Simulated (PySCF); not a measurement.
A calculated (r2SCAN, PySCF 2.14, aug-cc-pVQZ-DK, the spin-free X2C one-electron Hamiltonian (Gaussian nucleus)) atom or ion has these occupied shells.

| shell | electrons | orbital energy (eV) | rms radius, mean of both spins (bohr) |
| --- | --- | --- | --- |
| 1s α | 1 | -10251.7 | 0.0560 |
| 1s β | 1 | -10251.6 | 0.0560 |
| 2s β | 1 | -1275.3 | 0.236 |
| 2s α | 1 | -1275.2 | 0.236 |
| 2p α | 3 | -1108.7 | 0.211 |
| 2p β | 3 | -1108.7 | 0.211 |
| 3s α | 1 | -154.25 | 0.699 |
| 3s β | 1 | -154.19 | 0.699 |
| 3p α | 3 | -103.31 | 0.737 |
| 3p β | 3 | -103.23 | 0.737 |
| 3d α | 5 | -21.248 | 0.917 |
| 3d β | 5 | -20.909 | 0.917 |
| 4s α | 1 | -11.110 | 2.47 |
| 4p α | 2 | -4.143 | 3.32 |

Problem. Name the element and its charge.

Solution. Ga (gallium, neutral), in [Ar] 3d10 4s1 4p2, high-spin 4P determinant (an excited configuration).
